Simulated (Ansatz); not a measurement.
Steps of a relaxation of AlGaH3NO, SMILES `[NH2][Al]1[O][GaH]1` with RKS PBE0-D4/def2-TZVP.

```sh
$ ansatz run in.yaml --threads 2 --pin off --events-out ev --progress --plain --max-ram 22528MiB --backend cpu
```

```yaml
crystal:
  periodic: [false, false, false]
  atoms:
    - {symbol: N, position_ang: [-1.357980, 1.357930, 0.298220]}
    - {symbol: Al, position_ang: [-0.031690, 0.182420, 0.311490]}
    - {symbol: O, position_ang: [1.266730, -0.622460, 0.865900]}
    - {symbol: Ga, position_ang: [1.224770, -1.608180, -0.949100]}
    - {symbol: H, position_ang: [-1.515470, 2.004510, 1.063150]}
    - {symbol: H, position_ang: [-2.071070, 1.504200, -0.405030]}
    - {symbol: H, position_ang: [2.484710, -2.818420, -1.184620]}
basis:
  gaussian: {orbitals: def2-TZVP}
hamiltonian: {xc: pbe0, dispersion: d4}
relax: {f_tol: 0.005, max_steps: 150}
```

Positions (Å) and forces (eV/Å) along the path, 8 of 8 steps:

```xyz
7
step=1 energy=-62549.9762 eV
N    -1.358    1.358    0.298    0.177    0.133    0.491
Al   -0.032    0.182    0.311   -1.225    0.160   -1.600
O     1.267   -0.622    0.866    1.194   -0.953    0.108
Ga    1.225   -1.608   -0.949    0.597   -0.069    0.806
H    -1.515    2.005    1.063    0.026   -0.112   -0.121
H    -2.071    1.504   -0.405    0.310   -0.241    0.034
H     2.485   -2.818   -1.185   -1.081    1.082    0.281
7
step=2 energy=-62550.3096 eV
N    -1.331    1.328    0.290    0.204    0.135    0.517
Al   -0.020    0.144    0.248   -0.917    0.057   -1.286
O     1.290   -0.644    0.852    0.812   -0.662    0.039
Ga    1.223   -1.594   -0.923   -0.226    0.689    0.885
H    -1.482    1.965    1.061    0.009   -0.075   -0.084
H    -2.040    1.479   -0.410    0.153   -0.167   -0.066
H     2.360   -2.677   -1.119   -0.035    0.023   -0.005
7
step=3 energy=-62550.4423 eV
N    -1.314    1.308    0.289    0.193    0.088    0.420
Al   -0.029    0.113    0.153   -0.762    0.380   -0.460
O     1.300   -0.649    0.828    0.237   -0.092    0.174
Ga    1.209   -1.550   -0.864    0.124   -0.016    0.162
H    -1.451    1.922    1.079   -0.015   -0.030   -0.055
H    -2.020    1.478   -0.407    0.022   -0.065   -0.087
H     2.305   -2.621   -1.078    0.201   -0.265   -0.154
7
step=4 energy=-62550.5105 eV
N    -1.321    1.319    0.307   -0.183    0.083   -0.129
Al   -0.114    0.089   -0.016   -0.181    0.118   -0.069
O     1.217   -0.577    0.786    0.288   -0.289   -0.066
Ga    1.290   -1.595   -0.812   -0.176    0.269    0.204
H    -1.397    1.885    1.138    0.040   -0.026    0.016
H    -2.050    1.558   -0.348    0.035    0.006    0.064
H     2.374   -2.678   -1.054    0.177   -0.161   -0.019
7
step=5 energy=-62550.5173 eV
N    -1.329    1.328    0.306   -0.049    0.014   -0.049
Al   -0.121    0.094   -0.021   -0.022   -0.015   -0.051
O     1.223   -0.596    0.764    0.039    0.079    0.188
Ga    1.291   -1.596   -0.808    0.012   -0.082   -0.121
H    -1.397    1.885    1.143    0.023   -0.011    0.015
H    -2.062    1.573   -0.341    0.017    0.001    0.027
H     2.394   -2.688   -1.043   -0.022    0.014   -0.009
7
step=6 energy=-62550.5188 eV
N    -1.329    1.326    0.303   -0.032    0.001   -0.046
Al   -0.123    0.091   -0.024    0.023   -0.005    0.023
O     1.223   -0.589    0.774   -0.011    0.002   -0.012
Ga    1.292   -1.596   -0.807    0.011   -0.005    0.009
H    -1.392    1.881    1.142    0.019   -0.010    0.010
H    -2.064    1.574   -0.340    0.003    0.007    0.017
H     2.392   -2.688   -1.047   -0.012    0.011    0.000
7
step=7 energy=-62550.5190 eV
N    -1.330    1.326    0.301   -0.015   -0.004   -0.027
Al   -0.123    0.091   -0.025    0.012   -0.002    0.013
O     1.222   -0.588    0.776   -0.006   -0.002   -0.011
Ga    1.293   -1.596   -0.805   -0.002    0.006    0.006
H    -1.388    1.878    1.141    0.011   -0.006    0.006
H    -2.066    1.577   -0.339    0.000    0.006    0.011
H     2.392   -2.688   -1.048    0.001    0.001    0.002
7
step=8 energy=-62550.5192 eV
N    -1.332    1.325    0.297    0.001   -0.003   -0.003
Al   -0.125    0.089   -0.030    0.003    0.001    0.003
O     1.219   -0.587    0.774   -0.003    0.000   -0.005
Ga    1.295   -1.596   -0.804   -0.005    0.003   -0.001
H    -1.380    1.873    1.142    0.000   -0.002   -0.002
H    -2.071    1.583   -0.335    0.001    0.002    0.005
H     2.394   -2.687   -1.045    0.003    0.000    0.003
```

Hardware: 2 threads of an AMD EPYC 7R13 on a shared host. Wall time 33 s, peak host memory 0.62 GiB.
